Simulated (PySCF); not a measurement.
## Electron correlation in Cl (chlorine, neutral)

[Ne] 3s2 3p5, 2P determinant. All numbers are calculated (PySCF 2.14, no relativity, point nucleus, in def2-TZVPPD (6s6p4d1f, 51 functions)). Frozen: [Ne]; 7 electrons correlated.

```json
{"level": "CCSD", "correlation energy (mhartree)": "-183.05"}
{"level": "(T)", "correlation energy (mhartree)": "-6.02"}
{"level": "CCSD(T)", "correlation energy (mhartree)": "-189.07"}
```

Diagnostics: T1 = 0.0074, D1 = 0.0244, largest double amplitude 0.042.

Cost of the coupled-cluster step: of the order of 5 core-seconds, for 7 correlated electrons.

Iterations:

```
CC2 = 0
CCSD nocc = (np.int64(4), np.int64(3)), nmo = (46, 46)
frozen orbitals [[0, 1, 2, 3, 4], [0, 1, 2, 3, 4]]
max_cycle = 100
direct = 0
conv_tol = 1e-08
conv_tol_normt = 1e-06
diis_space = 8
diis_start_cycle = 0
Init t2, MP2 energy = -0.159530651647467
Init E_corr(UCCSD) = -0.159530651647528
cycle = 1  E_corr(UCCSD) = -0.177572967264931  dE = -0.0180423156  norm(t1,t2) = 0.0399875
cycle = 2  E_corr(UCCSD) = -0.181412135664  dE = -0.0038391684  norm(t1,t2) = 0.0129345
cycle = 3  E_corr(UCCSD) = -0.183113524448031  dE = -0.00170138878  norm(t1,t2) = 0.00536295
cycle = 4  E_corr(UCCSD) = -0.183055401208308  dE = 5.81232397e-05  norm(t1,t2) = 0.000820985
cycle = 5  E_corr(UCCSD) = -0.183047831937589  dE = 7.56927072e-06  norm(t1,t2) = 0.000193384
cycle = 6  E_corr(UCCSD) = -0.183050614992785  dE = -2.7830552e-06  norm(t1,t2) = 7.79351e-05
cycle = 7  E_corr(UCCSD) = -0.183050747057526  dE = -1.32064741e-07  norm(t1,t2) = 2.13366e-05
cycle = 8  E_corr(UCCSD) = -0.183050618816715  dE = 1.28240811e-07  norm(t1,t2) = 5.83875e-06
cycle = 9  E_corr(UCCSD) = -0.183050628998664  dE = -1.01819491e-08  norm(t1,t2) = 1.59082e-06
cycle = 10  E_corr(UCCSD) = -0.183050626792251  dE = 2.2064128e-09  norm(t1,t2) = 3.34703e-07
UCCSD converged
E(UCCSD) = -459.6602196428349  E_corr = -0.1830506267922514
UCCSD(T) correction = -0.0060216695667421
```
